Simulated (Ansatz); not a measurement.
Redistribution: CH3Br + CCl3F → CH3F + CBrCl3

Species: CH3Br (bromomethane) `CBr`, singlet; CCl3F (trichlorofluoromethane) `FC(Cl)(Cl)Cl`, singlet; CH3F `CF`, singlet; CBrCl3 (bromotrichloromethane) `ClC(Cl)(Cl)Br`, singlet. The partners trade Br for F; both sit on C, so the bond types are kept.

Shapes, held fixed at every level: PBE0-D4/def2-TZVP. Programs: Ansatz 0.2.0. The zero-point and thermal change to 298 K, harmonic and unscaled (PBE0-D4/def2-TZVP), is +0.7 kJ/mol.

Estimate ΔH(298 K) of this reaction.

The highest level, CCSD(T)/def2-TZVPP, gives ΔH(298 K) = +51.7 kJ/mol; the levels span +43.5 to +66.3. The column of differences is taken from that level and isn't an error. No measured value is set beside it here. Relativity is left out for Br. Outer-core shells of Br are correlated in most correlated rows, in sets that cover them unevenly.

```csv
level,kind,ΔH(298 K) (kJ/mol),less CCSD(T)/def2-TZVPP
HF/def2-TZVPP,Hartree–Fock,+66.3,+14.6
SPW92/def2-TZVPP,LDA,+59.0,+7.3
B2PLYP/def2-TZVPP,double hybrid,+53.1,+1.4
MP2/def2-SVP,perturbation theory,+55.2,+3.5
MP2/def2-TZVPP,perturbation theory,+43.5,-8.2
CCSD(T)/def2-SVP,coupled cluster or CI,+58.9,+7.2
CCSD/def2-TZVPP,coupled cluster or CI,+53.8,+2.1
CCSD(T)/def2-TZVPP,coupled cluster or CI,+51.7,0.0
```
